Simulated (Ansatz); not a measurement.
Geometry optimisation, Ansatz, RKS PBE0-D4/def2-SVP.

The input (input.yaml):

```yaml
crystal:
  periodic: [false, false, false]
  atoms:
    - { symbol: In, position_ang: [0.0, 0.0, 0.0] }
    - { symbol: O, position_ang: [0.0, 0.0, 2.34] }
    - { symbol: H, position_ang: [-0.9095, -0.2814, 2.6771] }
    - { symbol: O, position_ang: [1.7233, 0.0, -0.995] }
    - { symbol: H, position_ang: [2.0232, -0.9519, -1.1499] }
    - { symbol: Cl, position_ang: [-2.113, 0.0, -1.22] }
    - { symbol: P, position_ang: [0.125, 2.6447, 0.8797] }
    - { symbol: H, position_ang: [0.6855, 2.6845, 2.1839] }
    - { symbol: H, position_ang: [0.9364, 3.4013, -0.0067] }
    - { symbol: H, position_ang: [0.0634, 1.3402, 2.1129] }
basis:
  gaussian: { orbitals: def2-SVP }
hamiltonian:
  xc: pbe0
  dispersion: d4
relax:
  f_tol: 0.15
  max_steps: 25
  restrain:
    - { distance: [0, 6], at: 2.49, k: 30.0 }
    - { distance: [9, 1], at: 1.01, k: 30.0 }
    - { distance: [0, 1], at: 3.19, k: 30.0 }
    - { distance: [9, 6], at: 2.62, k: 30.0 }
```

Run as:

```bash
$ ansatz run input.yaml --threads 4 --pin off --max-ram 5120MiB --backend cpu --events-out ev --progress --plain --runs-dir out
```

Question: Where does it end, and by what steps?

Answer: The run converged. The restraints hold the end off the free minimum; the threshold counts their pulls, which the force column leaves out. Restrained pairs: In1–P7 (2.79 → 2.49 Å), O2–H10 (1.36 → 0.98 Å), In1–O2 (2.34 → 3.18 Å), P7–H10 (1.80 → 2.62 Å). After 16 steps the energy has fallen by 3.047 eV (the restraints' own energy left out); H8 moved furthest, 1.23 Å.

```json
{"step": "0", "energy less start (eV)": "0.0000", "largest force component (eV/Å)": "3.950", "accepted": "yes"}
{"step": "1", "energy less start (eV)": "-0.9347", "largest force component (eV/Å)": "4.516", "accepted": "yes"}
{"step": "2", "energy less start (eV)": "-1.6595", "largest force component (eV/Å)": "2.353", "accepted": "yes"}
{"step": "3", "energy less start (eV)": "-2.1519", "largest force component (eV/Å)": "1.954", "accepted": "yes"}
{"step": "4", "energy less start (eV)": "-2.6136", "largest force component (eV/Å)": "0.817", "accepted": "yes"}
{"step": "5", "energy less start (eV)": "-2.7624", "largest force component (eV/Å)": "0.828", "accepted": "yes"}
{"step": "6", "energy less start (eV)": "-2.8004", "largest force component (eV/Å)": "1.665", "accepted": "yes"}
{"step": "7", "energy less start (eV)": "-2.8631", "largest force component (eV/Å)": "1.346", "accepted": "yes"}
{"step": "8", "energy less start (eV)": "-2.8378", "largest force component (eV/Å)": "2.180", "accepted": "no"}
{"step": "9", "energy less start (eV)": "-2.9018", "largest force component (eV/Å)": "1.222", "accepted": "yes"}
{"step": "10", "energy less start (eV)": "-2.9327", "largest force component (eV/Å)": "0.992", "accepted": "yes"}
{"step": "11", "energy less start (eV)": "-2.9558", "largest force component (eV/Å)": "1.046", "accepted": "yes"}
{"step": "12", "energy less start (eV)": "-2.9639", "largest force component (eV/Å)": "1.218", "accepted": "yes"}
{"step": "13", "energy less start (eV)": "-2.9905", "largest force component (eV/Å)": "1.008", "accepted": "yes"}
{"step": "14", "energy less start (eV)": "-3.0129", "largest force component (eV/Å)": "0.942", "accepted": "yes"}
{"step": "15", "energy less start (eV)": "-3.0161", "largest force component (eV/Å)": "1.039", "accepted": "yes"}
{"step": "16", "energy less start (eV)": "-3.0474", "largest force component (eV/Å)": "0.855", "accepted": "yes"}
```

```xyz
10
Properties=species:S:1:pos:R:3
In 0.374 0.708 -0.274
O -0.395 0.045 2.734
H -1.185 -0.387 2.382
O 1.937 -0.184 -1.116
H 1.697 -1.034 -1.505
Cl -1.671 -0.436 -0.654
P 0.265 2.794 1.083
H 1.648 2.665 1.423
H 0.510 3.670 -0.016
H -0.645 0.996 2.765
```

The run took 34 s on 4 threads of Arm Neoverse V2, with other jobs on the host, peak memory 0.3 GiB.
